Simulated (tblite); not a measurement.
Question: Write a Z-matrix for `C\C=C/C=C/C=C/C=C\Cl` as optimised with GFN2-xTB.

Answer: 
Z-matrix in Å and degrees, rows numbered from 1:
```
C 
C   1  1.4896
C   2  1.3392  1  127.49
C   3  1.4336  2  126.85  1    -0.02
C   4  1.3495  3  123.19  2   180.00
C   5  1.4257  4  123.75  3   179.95
C   6  1.3497  5  123.84  4   179.98
C   7  1.4299  6  123.35  5   179.95
C   8  1.3370  7  125.91  6   179.98
Cl  9  1.7179  8  123.67  7    -0.06
H   1  1.0905  2  109.76  3   121.19
H   1  1.0849  2  112.55  3    -0.03
H   1  1.0904  2  109.74  3  -121.20
H   2  1.0829  1  114.23  3  -179.97
H   3  1.0835  2  118.14  1  -179.99
H   4  1.0812  3  118.19  2    -0.03
H   5  1.0828  4  119.40  3    -0.07
H   6  1.0835  5  116.90  4    -0.05
H   7  1.0812  6  119.65  5    -0.05
H   8  1.0821  7  116.98  6    -0.07
H   9  1.0778  8  123.08  7  -179.99
```

The C–C distances run from 1.337 Å (C8=C9, drawn double) to 1.490 Å (C1–C2, drawn single), a spread of 0.153 Å. Of the pairs four or more bonds apart, H12···H16 is among the closest relative to their van der Waals radii: 2.11 Å, 88 % of the sum of Bondi's values. The 10 heavy atoms lie in one plane (0.001 Å rms).

Computed geometry: GFN2-xTB, gas phase.

Point group: Cs (every atom within 0.08 Å of its image). Its GFN2-xTB frequencies are all real (lowest 29 cm⁻¹). The numbers are those of one conformer (C2–C3–C4–C5 180°, C4–C5–C6–C7 180°, C6–C7–C8–C9 180°). 2 starts were optimised and ended at 0.00 and 0.18 kcal/mol (GFN2-xTB); the lowest of these is shown.
